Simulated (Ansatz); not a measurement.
Relaxation of Cl₂F₃Ge (6 atoms, charge 0, multiplicity 2), to a largest force component of 0.03 eV/Å in at most 50 steps.

The calculation used UKS PBE0/def2-SVP (Ansatz 0.2.0).

```xyz
6
Properties=species:S:1:pos:R:3:forces:R:3
Ge -0.059 0.000 -0.109 -0.05 0.00 -0.47
F -0.014 0.000 1.590 0.02 0.00 0.46
F 1.574 0.000 -0.616 0.01 0.00 -0.03
Cl -1.010 1.761 -0.767 0.01 -0.02 -0.02
Cl -1.010 -1.761 -0.767 0.01 0.02 -0.02
F 0.011 0.000 3.932 0.00 0.00 0.07
```

Q: Where does it end, and by what steps?

A: The forces met the threshold. After 3 steps the energy has fallen by 0.008 eV; F6 moved furthest, 0.10 Å.

```csv
step,energy less start (eV),largest force component (eV/Å),accepted
0,0.0000,0.470,yes
1,-0.0053,0.240,yes
2,-0.0078,0.032,yes
3,-0.0081,0.019,yes
```

```xyz
6
Properties=species:S:1:pos:R:3
Ge -0.057 0.000 -0.128
F 0.009 0.000 1.584
F 1.570 0.000 -0.655
Cl -1.013 1.757 -0.787
Cl -1.013 -1.757 -0.787
F -0.004 0.000 4.035
```

The run took 57 s on 4 threads of Arm Neoverse V1 (shared host), peak memory 0.52 GiB.
